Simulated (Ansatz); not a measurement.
Molecule: GeF$_{2}$ (charge -1, doublet). 
Geometry from a B3LYP-D3(BJ)/def2-TZVP (Ansatz, a quantum-chemistry and plane-wave program) optimisation:
```
Ge
F 1 1.8623
F 1 1.8623 2 95.83
```
Charge -1, spin multiplicity 2.

Basis-set convergence of Hartree-Fock and CCSD(T) correlation energies (hartree) with Ansatz. Valence correlation only, unless marked. UHF or UKS for open shells. No spin-orbit coupling. The frozen core is the preceding noble-gas configuration, with the filled d and f shells of earlier blocks. Non-relativistic.

```
basis        functions        E(HF)  E(corr, CCSD(T))
-----------  ---------  -----------  ----------------
aug-cc-pVDZ         82  -2274.33727          -0.52827
aug-cc-pVTZ        151          [?]               [?]
```

**Question.** Complete the blanks.

**Answer.** 
- aug-cc-pVTZ, E(HF): -2274.45831
- aug-cc-pVTZ, E(corr, CCSD(T)): -0.65612
